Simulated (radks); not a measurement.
Problem. All-electron atom: Ni2+ in [Ne] 3s1.75 3p6 3d8.25 (fractional occupations, a model configuration). Method: Dirac Kohn-Sham, PBE, spin-unpolarised, spherical densities, finite nucleus; open shells fill j = l - 1/2 first; Fermi nuclear charge, rms radius 3.7757 fm; computed with a radial shooting solver on a logarithmic mesh with Libxc functionals. Some entries of the table are withheld. Estimate them.

orbital  occ.  eigenvalue (eV)  <r> (bohr)
1s1/2       2        -8231.393         (1)
2s1/2       2        -1001.397      0.2447
2p1/2       2        -876.1186      0.2130
2p3/2       4        -858.6228      0.2163
3s1/2    1.75        -131.0461         (2)
3p1/2       2              (3)      0.7717
3p3/2       4              (4)      0.7817
3d3/2       4         -28.7708         (5)
3d5/2    4.25         -28.5242         (6)

Solution. 
(1) 1s1/2 <r> (bohr): 0.05409
(2) 3s1/2 <r> (bohr): 0.7403
(3) 3p1/2 eigenvalue (eV): -92.8816
(4) 3p3/2 eigenvalue (eV): -90.6773
(5) 3d3/2 <r> (bohr): 0.9621
(6) 3d5/2 <r> (bohr): 0.9678
